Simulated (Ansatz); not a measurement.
Bi(OH)5 in a box, plane waves

Ansatz 0.2.0, DFT PBE, spin-orbit coupling, plane waves, PAW, molecule in a box. The geometry was relaxed with Gaussian bases (B3LYP; Bi def2-SVP with ECP60, O def2-SVP, H def2-SVP).

```yaml
crystal:
  lattice:
    - [13.86, 0.0, 0.0]
    - [0.0, 12.79, 0.0]
    - [0.0, 0.0, 12.72]
  atoms:
    - { symbol: Bi, position: [0.49779365, 0.50543862, 0.4534434] }
    - { symbol: O, position: [0.48059452, 0.50022439, 0.61752358] }
    - { symbol: H, position: [0.54163781, 0.47620563, 0.64640802] }
    - { symbol: O, position: [0.65114574, 0.49412823, 0.47092296] }
    - { symbol: H, position: [0.67558009, 0.55044644, 0.51465016] }
    - { symbol: O, position: [0.51361328, 0.64541126, 0.37090802] }
    - { symbol: H, position: [0.58202237, 0.64833073, 0.35377358] }
    - { symbol: O, position: [0.34780592, 0.51404535, 0.4422728] }
    - { symbol: H, position: [0.32467532, 0.49873339, 0.51287264] }
    - { symbol: O, position: [0.5090938, 0.3668147, 0.36893003] }
    - { symbol: H, position: [0.57801371, 0.35183737, 0.36780896] }
basis:
  ecutwfc: 420
  ecutrho_ratio: 4
kpoints:
  mp_grid: { grid: [1, 1, 1] }
hamiltonian:
  xc: pbe
scf:
  occupations: { method: gaussian, width: 0.01 }
output:
  forces: true
  eigenvalues: true
  populations: true
  write_density: true
  write_potential: true
  elf: true
  volumetric_format: npy
magnetization:
  noncollinear: true
  spin_orbit: true
```

Command:
```sh
ansatz run input.yaml --threads 2 --pin off --max-ram 5120MiB --backend cpu --events-out ev --progress --plain --runs-dir out
```
It took 13 s on 2 threads of AMD EPYC 9R45 96-Core Processor (Zen 5) (shared host), peak memory 3 GiB.

(1) How does the SCF go?

(2) Which levels lie next to the highest filled one (eV, counted from it)?

(3) What forces are left at this geometry, relaxed with Gaussian bases (eV/Å)?

The highest of the empty levels listed lie near the vacuum level and may be states of the box.

The forces come from the other functional as well as from the basis.

Results:

(1) 
```
SCF iter   1: F=—  HF=-15358.695762 eV  |F-HF|=—  |Δ(HF+E_count)|=         —  Δρ=3.41e-2
preconditioner: auto → Resta (q_TF=auto, 1.446 Å⁻¹)  ε∞=1.1  [insulator: Δε(μ)=3.963 eV  Ē_g=11.862 eV  σ=0.010 eV  W_gap=1.00  n_
spin=Noncollinear: Resta preconditioning applied to the charge; magnetization (m_x, m_y, m_z) channels mix plain (no charge-respon
SCF iter   2: F=—  HF=-15350.812148 eV  |F-HF|=—  |Δ(HF+E_count)|=    7.88e0  Δρ=1.23e-2
SCF iter   3: F=—  HF=-15350.505492 eV  |F-HF|=—  |Δ(HF+E_count)|=   3.07e-1  Δρ=7.95e-3
...
SCF iter   7: F=—  HF=-15350.392505 eV  |F-HF|=—  |Δ(HF+E_count)|=   2.23e-4  Δρ=1.39e-4
SCF iter   8: F=—  HF=-15350.392482 eV  |F-HF|=—  |Δ(HF+E_count)|=   2.24e-5  Δρ=4.81e-5
SCF iter   9: F=—  HF=-15350.392519 eV  |F-HF|=—  |Δ(HF+E_count)|=   3.69e-5  Δρ=3.37e-5
SCF iter  10: F=—  HF=-15350.392516 eV  |F-HF|=—  |Δ(HF+E_count)|=   3.25e-6  Δρ=5.01e-6
SCF iter  11: F=-15350.392516 eV  HF=-15350.392516 eV  |F-HF|=2.98e-8  |Δ(HF+E_count)|=   1.14e-7  Δρ=2.05e-6
```

(2) Filled: -0.34, -0.34, -0.26, -0.26, -0.23, -0.23, -0.08, -0.08, 0.00, 0.00. Empty: 2.58, 2.58, 6.11, 6.11, 6.40, 6.40, 6.89, 6.89.

(3) 
```
Bi   0.09  0.01  0.09
O   -0.23  0.09 -0.17
H    0.16 -0.08  0.04
O   -0.07 -0.18 -0.13
H    0.01  0.15  0.09
O   -0.32 -0.12  0.10
H    0.18 -0.04 -0.03
O    0.27  0.04 -0.23
H   -0.01 -0.05  0.18
O   -0.26  0.18  0.05
H    0.17  0.00  0.02
```
